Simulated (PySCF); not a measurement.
InPb and its ions

B3LYP; basis In def2-SVP with ECP28, Pb def2-SVP with ECP60; scalar-relativistic core potentials; PySCF 2.14. Neutral (UKS): quartet (σ ↑, π ↑↑), Re = 2.953 Å, ωe = 121 cm⁻¹, De = 1.78 eV, HOMO -4.60 eV, LUMO -2.83 eV.

InPb⁺ (UKS): triplet (σ ↑, π ↑), Re = 3.380 Å, ωe = 69.3 cm⁻¹. The energies at the minima are -383.14823 hartree for InPb and -382.91296 for InPb⁺.

Question: Work out the adiabatic ionisation energy, without and with harmonic zero-point energies (1 hartree = 27.2114 eV, 1 eV = 8065.5 cm⁻¹), and the change of the bond length.

Answer: At B3LYP: 0.23527 hartree = 6.402 eV between the minima; the zero-point term (69.3 − 121.0)/2 cm⁻¹ = -0.003 eV makes it 6.399 eV. Re changes by +42.7 pm against the neutral. The electron leaves a π orbital, and the ion is left as a loose complex of an ion and an atom.

Spin–orbit coupling is left out, which matters for elements this heavy, above all for dissociation energies. States were picked by a PBE0 search and need not be the measured ground states.
